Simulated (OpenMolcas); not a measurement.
# Multiconfigurational calculation on Rh3+

Rh3+ among 4 point charges of -2.5 e arranged as a square (D4h), 2.14 Å from the ion. With inversion symmetry the input lists one of each pair of outer charges.

Input:

```
&GATEWAY
Coord
1

Rh 0.0 0.0 0.0
Basis=ANO-RCC-VDZP
Group=XYZ
NoMove
AngMom=0.0 0.0 0.0
AMFI
XField
2 Angstrom 0
2.140000 0.000000 0.000000 -2.500000
0.000000 2.140000 0.000000 -2.500000
&SEWARD
&RASSCF
FileOrb=start.orb
Symmetry=1
Spin=5
nActEl=6 0 0
Inactive=9 9
Ras2=5 0
CIRoot=5 5 1
SDav=5
CIMx=300
Iter=120 100
PrWF=0.3
OrbListing=Nothing
MaxOrb=0
>>> COPY $Project.JobIph JOB001
&RASSCF
FileOrb=start.orb
Symmetry=1
Spin=3
nActEl=6 0 0
Inactive=9 9
Ras2=5 0
CIRoot=45 45 1
SDav=45
CIMx=300
Iter=120 100
PrWF=0.3
OrbListing=Nothing
MaxOrb=0
>>> COPY $Project.JobIph JOB002
&RASSCF
FileOrb=start.orb
Symmetry=1
Spin=1
nActEl=6 0 0
Inactive=9 9
Ras2=5 0
CIRoot=50 50 1
SDav=50
CIMx=300
Iter=120 100
PrWF=0.3
OrbListing=Nothing
MaxOrb=0
>>> COPY $Project.JobIph JOB003
&RASSI
NrOfJobIphs=3 5 45 50
1 2 3 4 5
1 2 3 4 5 6 7 8 9 10 11 12 13 14 15 16 17 18 19 20 21 22 23 24 25 26 27
28 29 30 31 32 33 34 35 36 37 38 39 40 41 42 43 44 45
1 2 3 4 5 6 7 8 9 10 11 12 13 14 15 16 17 18 19 20 21 22 23 24 25 26 27
28 29 30 31 32 33 34 35 36 37 38 39 40 41 42 43 44 45 46 47 48 49 50
IphNames
JOB001
JOB002
JOB003
EJob
SpinOrbit
DIPRint=1.0
SOCoupling=1000.0
Subsets=2
Property=9
'ANGMOM' 1 'ANGMOM' 2 'ANGMOM' 3 'MLTPL  1' 1 'MLTPL  1' 2 'MLTPL  1' 3
'AMFI' 1 'AMFI' 2 'AMFI' 3
SOProperty=3
'ANGMOM' 1 'ANGMOM' 2 'ANGMOM' 3
```

Launched by
```bash
OMP_NUM_THREADS=1 MOLCAS_MEM=1689 MOLCAS_PROJECT=a pymolcas a.inp > a.log  # once for each step of the input, in one work folder
```

A driver script runs the steps one by one and writes start.orb anew before each from the orbitals found so far.

Output, cut to the results:

```
--- SEWARD ---
Basis set label: RH.ANO-RCC...6S5P3D1F.

      Electronic valence basis set:
      ------------------
      Associated Effective Charge  45.000000 au
      Associated Actual Charge     45.000000 au
      Nuclear Model: Point charge

      Shell  nPrim  nBasis  Cartesian Spherical Contaminant
         s      21       6        X
         p      18       5        X
         d      13       3                 X
         f       6       1                 X
                  Relativistic Douglas-Kroll-Hess integrals:
                    - DKH order of Hamiltonian: 2
                    - DKH order of Properties : 0
                  Atomic mean-field integrals
--- RASSCF ---
Wave function specifications:
      -----------------------------

      Number of closed shell electrons          36
      Number of electrons in active shells       6
      Max number of holes in RAS1 space          0
      Max nr of electrons in RAS3 space          0
      Number of inactive orbitals               18
      Number of active orbitals                  5
      Number of secondary orbitals              20
      Spin quantum number                      2.0
      State symmetry                             1
Orbital specifications:
      -----------------------

      Symmetry species                           1   2
                                                ag  au
      Frozen orbitals                            0   0
      Inactive orbitals                          9   9
      Active orbitals                            5   0
      RAS1 orbitals                              0   0
      RAS2 orbitals                              5   0
      RAS3 orbitals                              0   0
      Secondary orbitals                         7  13
      Deleted orbitals                           0   0
      Number of basis functions                 21  22
      Number of CSFs                             5
      Number of root(s) required                 5
      Iter CI   SX   CI       RASSCF       Energy    max ROT     max BLB   max BLB  Level Ln srch  Step   QN
          iter iter root      energy       change     param      element    value   shift minimum  type update
 Nr of preliminary CI iterations:   1
      Total energies have been shifted. Add                -4000.00 au
        1   1    7    0  -785.67309573    0.00E+00   1.98E-01*  14  21 1  4.84E-01*  0.08   0.00    SX    NO
        2   1    8    0  -785.95817324   -2.85E-01* -7.71E-02    9  15 2  1.74E-01*  0.23   0.00    SX    NO
        3   1    7    0  -785.98060108   -2.24E-02* -1.76E-02   14  21 1  3.52E-02*  0.17   0.00    SX    NO
        4   1    7    0  -785.98336436   -2.76E-03* -1.29E-02    9  15 2  1.61E-02*  0.19   0.00    SX    NO
        5   1    7    0  -785.98378936   -4.25E-04* -3.96E-03    8  14 2 -6.16E-03*  0.18   0.89    QN   YES
        6   1    6    0  -785.98386495   -7.56E-05* -2.24E-03    8  14 2 -1.43E-03*  0.18   1.38    QN   YES
        7   1    5    0  -785.98387220   -7.25E-06* -6.81E-05   12  19 1 -9.56E-05   0.18   1.02    QN   YES
        8   1    5    0  -785.98387222   -1.82E-08* -1.37E-05   12  19 1 -1.93E-05   0.18   1.21    QN   YES
        9   1    3    0  -785.98387222   -8.34E-10  -1.66E-06   12  16 1 -1.02E-06   0.18   1.03    QN   YES
      Convergence after  9 iterations
       10   1    3    0  -785.98387222    1.82E-12  -1.66E-06    7  13 2  2.43E-07   0.18   1.03    QN   YES
      Natural orbitals and occupation numbers for root  1
      sym 1:   1.000000   1.000000   2.000000   1.000000   1.000000
      Natural orbitals and occupation numbers for root  2
      sym 1:   2.000000   1.000000   1.000000   1.000000   1.000000
      Natural orbitals and occupation numbers for root  3
      sym 1:   1.000000   2.000000   1.000000   1.000000   1.000000
::    RASSCF root number  1 Total energy:  -4786.03984641
::    RASSCF root number  2 Total energy:  -4786.00929707
::    RASSCF root number  3 Total energy:  -4786.00929707
::    RASSCF root number  4 Total energy:  -4785.94832720
::    RASSCF root number  5 Total energy:  -4785.91259335
--- RASSCF ---
Wave function specifications:
      -----------------------------

      Number of closed shell electrons          36
      Number of electrons in active shells       6
      Max number of holes in RAS1 space          0
      Max nr of electrons in RAS3 space          0
      Number of inactive orbitals               18
      Number of active orbitals                  5
...
--- RASSI ---
SPIN-FREE ENERGIES:
  (Shifted by EMIN (a.u.) =      -4786.0398464058)

 SF State       Relative EMIN(au)   Rel lowest level(eV)    D:o, cm**(-1)      L_eff

     1             0.0000000000        0.0000000000              0.0000         1.9
     2             0.0305493377        0.8312898282           6704.8046         2.0
     3             0.0305493377        0.8312898282           6704.8046         2.0
     6             0.0640790615        1.7436800935          14063.7284         3.8
     7             0.0640790615        1.7436800935          14063.7284         3.8
     8             0.0681601210        1.8547313789          14959.4174         3.7
     9             0.0755774667        2.0565676381          16587.3366         4.0
    10             0.0899231286        2.4469329850          19735.8455         3.6
    11             0.0899231286        2.4469329850          19735.8455         3.6
     4             0.0915192028        2.4903643770          20086.1433         2.0
    12             0.0949222181        2.5829651391          20833.0188         3.6
    13             0.0959583562        2.6111598935          21060.4248         4.7
    14             0.1033523641        2.8123611003          22683.2220         4.1
    15             0.1033523641        2.8123611003          22683.2220         4.1
    16             0.1106452101        3.0108095485          24283.8167         3.7
    17             0.1112240935        3.0265617681          24410.8669         3.7
    51             0.1181498657        3.2150216317          25930.8982         4.6
    52             0.1193849106        3.2486289139          26201.9592         4.1
    53             0.1193963944        3.2489414056          26204.4797         5.4
    18             0.1194608551        3.2506954685          26218.6271         3.5
    54             0.1199575516        3.2642112695          26327.6394         4.0
...
```

Spin-orbit levels above the lowest (labels of D4, the rotations of D4h):

| E (cm-1) | Degeneracy | Label | 2S+1 | g |
| --- | --- | --- | --- | --- |
| 0.0 | 1 | A1 | 5 |  |
| 89.1 | 2 | E | 5 | 0.00 0.00 3.96 |
| 337.1 | 1 | B1 | 5 |  |
| 340.1 | 1 | B2 | 5 |  |
| 6278 | 2 | E | 5 | 0.00 0.00 9.92 |
| 6591 | 1 | B1 | 5 |  |
| 6674 | 1 | B2 | 5 |  |
| 7073 | 2 | E | 5 | 0.00 0.00 2.02 |
| 7451 | 1 | A2 | 5 |  |
| 7611 | 1 | A1 | 5 |  |
| 7958 | 2 | E | 5 | 0.00 0.00 5.95 |
| 13208 | 1 | B1 | 3 |  |
| 13388 | 1 | A1 | 3 |  |
| 13475 | 2 | E | 3 | 0.00 0.00 2.45 |
| 14044 | 1 | A2 | 3 |  |
| 14550 | 1 | B2 | 3 |  |
| 15941 | 2 | E | 3 | 0.00 0.00 2.19 |
| 17051 | 1 | B1 | 3 |  |
| 17104 | 2 | E | 3 | 0.00 0.00 2.99 |
| 17468 | 1 | A1 | 3 |  |

Without dynamic correlation the repulsion within the d shell is too large (B by tens of per cent), so at a given field states of lower spin stand too high. This shell can be high or low spin here, a state of another spin lies low, and with metal d orbitals alone active their balance is uncertain, so the ground spin may be wrong. Point charges give a weaker field than real ligands, and real ions of this kind are as a rule low spin; the high spin found here belongs to the model. This is an electrostatic model: the charges have no orbitals. No measured value stands beside these numbers.

The RASSCF and RASSI steps took 25 s on 1 thread of Arm Neoverse V1, on a shared host; the integral step is not counted.

With an even number of electrons the g values are those of a degenerate or nearly degenerate non-Kramers pair.
